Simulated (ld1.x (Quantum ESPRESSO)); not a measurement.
## Varying the TM semilocal potential for platinum (Pt)

Base potential:

```json
{
 "Element": "Pt",
 "Generator": "ld1.x (Quantum ESPRESSO) 7.5",
 "Type": "norm-conserving Troullier–Martins (semilocal form)",
 "Functional": "PW91",
 "Relativity": "scalar-relativistic",
 "Frozen core": "[Kr] 4d10 4f14",
 "Valence charge": "18",
 "Reference configuration": "5s2 5p6 5d9 6s0 6p0 (charge +1)",
 "Partial waves": "5p (bound): rc 1.50 bohr; 5d (bound): rc 2.15 bohr; 5s (bound): rc 1.15 bohr",
 "Local potential": "the s channel",
 "Core correction": "none"
}
```

Cutoffs, loose and tight: the cutoffs (Ry, on a coarse ladder) from which the occupation-weighted sum of valence levels, in a spherical-Bessel basis at the reference potential, stays within 10 and 1 mRy of its value at 400 Ry. They do not see the model core or the augmentation charge, which bear on the density cutoff. Test errors are all-electron minus pseudo excitation energies from the reference, over the configurations 5s2 5p6 5d9 6s1 6p0; 5s2 5p6 5d8 6s0 6p0; 5s2 5p6 5d7 6s0 6p0; 5s2 5p6 5d9.5 6s0.5 6p0; 5s2 5p6 5d10 6s0 6p0; 5s2 5p6 5d8 6s2 6p0; 5s2 5p6 5d8 6s1 6p0. A dash means not determined; rows that change the core or the reference have their own tests. The largest error is taken over the tests solved by every variant that gives reliable tests at all: 5s2 5p6 5d7 6s0 6p0; 5s2 5p6 5d8 6s0 6p0; 5s2 5p6 5d8 6s1 6p0; 5s2 5p6 5d8 6s2 6p0; 5s2 5p6 5d9 6s1 6p0; 5s2 5p6 5d9.5 6s0.5 6p0.

A semilocal file is local in each channel, so a ghost entry of none says nothing of the separable form that plane-wave codes build from it.

```csv
change,outcome,"cutoff, loose","cutoff, tight",bound ghosts,largest test error (meV)
base,generated,120 Ry,200 Ry,none,+635
"all radii scaled by about 0.78 (s 0.90, p 1.16, d 1.68 bohr)",generated,180 Ry,260 Ry,none,+291
"all radii scaled by about 0.85 (s 0.98, p 1.28, d 1.84 bohr)",generated,140 Ry,260 Ry,none,+257
"all radii scaled by about 1.13 (s 1.30, p 1.70, d 2.42 bohr)",generated,90 Ry,160 Ry,none,+1775
"all radii scaled by about 1.20 (s 1.38, p 1.80, d 2.58 bohr)",generated,90 Ry,140 Ry,none,+2624
"all radii scaled by about 1.40 (s 1.60, p 2.10, d 3.00 bohr)",generated,55 Ry,80 Ry,none,+7158
```

(1) What comes out with this change to the base: all radii scaled by about 1.07 (s 1.22, p 1.60, d 2.30 bohr)?

Answers

(1) outcome: generated; cutoff, loose: 110 Ry; cutoff, tight: 180 Ry; bound ghosts: none; largest test error (meV): +961.

Reading the sweep of the scale of all radii (base = 1) (base included, trends over the rows without a ghost): The loose cutoff falls from 180 Ry at 0.78 to 55 Ry at 1.4. A larger radius leaves more room for a smooth pseudo-wave, so fewer plane waves are needed; a smaller one forces it to follow the all-electron wave where it bends sharply. The median size of the test errors (rows with all tests solved) rises from 52.8 meV at 0.85 to 1547.1 meV at 1.4. More of the atom is replaced by a form fitted at one configuration, so other configurations suffer as the radius grows.
